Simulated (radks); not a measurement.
Spherical quantum dot in the effective-mass picture: electrons in a well V = -V0 / (1 + exp((r - R)/a)) with V0 = 22.9, R = 1.56, a = 0.08, all in effective atomic units (hartree* = m*/eps^2 hartree, bohr* = eps/m* bohr), one dielectric constant everywhere. Method: non-relativistic Kohn-Sham, LDA (Slater exchange, Perdew-Wang correlation), spin-polarised, spherical densities; computed with a radial shooting solver with Libxc functionals. Levels are named by radial order and angular momentum (1s, 1p, 1d, 2s, ...), and open shells are averaged over m. Results are scaled to m* = 0.485 and eps = 8.4, for which hartree* = 187 meV and bohr* = 0.9165 nm.

N = 12, configuration 1s2 1p6 1d(up 4, down 0). This is the lowest configuration that the search found. Occupied and some empty levels:

| level | occupation | eigenvalue (meV) | <r> (nm) |
|---|---|---|---|
| 1s up | 1 | -2094.1 | 0.8625 |
| 1s down | 1 | -2064.4 | 0.8572 |
| 1p up | 3 | -1824.3 | 0.9672 |
| 1p down | 3 | -1790.7 | 0.9655 |
| 1d up | 4 | -1442.1 | 1.040 |
| 1d down | 0 | -1407.2 | 1.040 |
| 2s up | 0 | -1097.9 | 0.7677 |
| 2s down | 0 | -1078.8 | 0.7699 |
| 1f up | 0 | -966.21 | 1.097 |
| 1f down | 0 | -931.07 | 1.098 |
| 2p up | 0 | -497.47 | 0.8820 |
| 2p down | 0 | -475.31 | 0.8821 |

Energy (meV): total -31679.5, kinetic 7675.5, external -49043, Hartree 11468, exchange-correlation -1780.2.
